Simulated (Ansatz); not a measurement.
Total energies of GeHF3 from Ansatz at PBE-D4/def2-TZVP, gas phase (1 Eh = 27.2114 eV = 2625.5 kJ/mol). The reference geometry is relaxed at PBE0-D4/def2-TZVP.

Cartesian coordinates in Å:
```
Ge 0.0765 0.0259 0.0309
H 1.4176 0.4799 0.5734
F -1.0614 -0.2624 1.2704
F 0.1942 -1.4236 -0.8631
F -0.6269 1.1802 -1.0116
```

```
                 state                      geometry  energy (Eh)
      charge 0 singlet                     reference  -2376.79029
      charge 1 doublet                     reference  -2376.30512
      charge 1 doublet  relaxed at PBE0-D4/def2-TZVP  -2376.31836
free Ge atom (triplet)                             –  -2076.60177
 free H atom (doublet)                             –     -0.49962
 free F atom (doublet)                             –    -99.66912
```

**Question.** Work out the vertical ionisation energy to the doublet.

**Answer.** E(charge 1 doublet) − E(charge 0 singlet) = -2376.30512 − (-2376.79029) = 0.48517 Eh = 13.20 eV. For comparison, −ε of the highest occupied level is 9.58 eV at this level, 3.62 eV less.

**Question.** How much does the charge 1 doublet relax, and what is the adiabatic ionisation energy?

**Answer.** Relaxation: -2376.30512 − (-2376.31836) = 0.01324 Eh = 0.36 eV. Adiabatic ionisation energy: 0.47193 Eh = 12.84 eV, without zero-point energy. Bonds change on the way (1 lost, 0 formed), so the relaxed form is another species. 

**Question.** What is the binding energy per atom against free atoms?

**Answer.** Atoms: 1 × (-2076.60177) + 1 × (-0.49962) + 3 × (-99.66912) = -2376.10875 Eh. Binding: -2376.10875 − (-2376.79029) = 0.68154 Eh = 18.55 eV, or 3.71 eV for each of 5 atoms (no zero-point energy, no counterpoise term).
